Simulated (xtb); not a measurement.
xtb input (GFN1-xTB):

```bash
xtb mol.xyz --gfn 1 --sp --chrg 1 --uhf 0
```
mol.xyz:
```
4

Ti    -0.06934582    -0.23089053    -0.09931346
F      1.62590970    -0.16557529    -0.19259398
F     -0.63511666    -0.21570900     1.50272633
F     -0.82128104     0.94568335    -1.06736612
```

End of the output:

```
         :::::::::::::::::::::::::::::::::::::::::::::::::::::
         ::                     SUMMARY                     ::
         :::::::::::::::::::::::::::::::::::::::::::::::::::::
         :: total energy             -16.197337658811 Eh    ::
         :: gradient norm              0.019550760844 Eh/a0 ::
         :: HOMO-LUMO gap              3.200882970453 eV    ::
         ::.................................................::
         :: SCC energy               -16.224433561122 Eh    ::
         :: -> electrostatic           0.232382001933 Eh    ::
         :: repulsion energy           0.027705877725 Eh    ::
         :: dispersion energy         -0.000609975414 Eh    ::
         :: halogen bond corr.         0.000000000000 Eh    ::
         :: add. restraining           0.000000000000 Eh    ::
         :: total charge               1.000000000000 e     ::
         :::::::::::::::::::::::::::::::::::::::::::::::::::::

           -------------------------------------------------
          |                Property Printout                |
           -------------------------------------------------

    * Orbital Energies and Occupations

         #    Occupation            Energy/Eh            Energy/eV
      -------------------------------------------------------------
         1        2.0000           -1.2592361             -34.2656
         2        2.0000           -1.1679029             -31.7803
         3        2.0000           -1.1679029             -31.7803
         4        2.0000           -0.9100724             -24.7643
         5        2.0000           -0.8767408             -23.8573
         6        2.0000           -0.8658465             -23.5609
         7        2.0000           -0.8658465             -23.5609
         8        2.0000           -0.8555915             -23.2818
Note: The following floating-point exceptions are signalling: IEEE_UNDERFLOW_FLAG IEEE_DENORMAL
normal termination of xtb
         9        2.0000           -0.8555915             -23.2818
        10        2.0000           -0.8551590             -23.2701
        11        2.0000           -0.8551590             -23.2701
        12        2.0000           -0.8502986             -23.1378 (HOMO)
        13                         -0.7326684             -19.9369 (LUMO)
        14                         -0.6919141             -18.8279
        15                         -0.6919141             -18.8279
        16                         -0.6543204             -17.8050
        17                         -0.6543204             -17.8050
        18                         -0.6167438             -16.7825
        19                         -0.3769389             -10.2570
        20                         -0.3769389             -10.2570
        21                         -0.3730187             -10.1504
      -------------------------------------------------------------
                  HL-Gap            0.1176303 Eh            3.2009 eV
             Fermi-level           -0.7914835 Eh          -21.5374 eV

  Mulliken/CM5 charges         n(s)   n(p)   n(d)
     1Ti    1.33440  1.81863   0.960  1.069  0.637
     2F    -0.11147 -0.27288   1.676  5.436  0.000
     3F    -0.11147 -0.27288   1.676  5.436  0.000
     4F    -0.11147 -0.27288   1.676  5.436  0.000

Wiberg/Mayer (AO) data.
largest (>0.10) Wiberg bond orders for each atom

 ---------------------------------------------------------------------------
     #   Z sym  total        # sym  WBO       # sym  WBO       # sym  WBO
 ---------------------------------------------------------------------------
     1  22 Ti   3.925 --     2 F    1.308     4 F    1.308     3 F    1.308
     2   9 F    1.495 --     1 Ti   1.308
     3   9 F    1.495 --     1 Ti   1.308
     4   9 F    1.495 --     1 Ti   1.308
 ---------------------------------------------------------------------------

Topologies differ in total number of bonds
Writing topology from bond orders to xtbtopo.mol

 dipole moment from electron density (au)
     X       Y       Z
  -0.3663  -1.2197  -0.5247  total (Debye):    3.501

           -------------------------------------------------
          | TOTAL ENERGY              -16.197337658811 Eh   |
          | GRADIENT NORM               0.019550760844 Eh/α |
          | HOMO-LUMO GAP               3.200882970453 eV   |
           -------------------------------------------------

------------------------------------------------------------------------
------------------------------------------------------------------------
 total:
 SCF:
```

The spin state was set by rule; other spins were not relaxed.
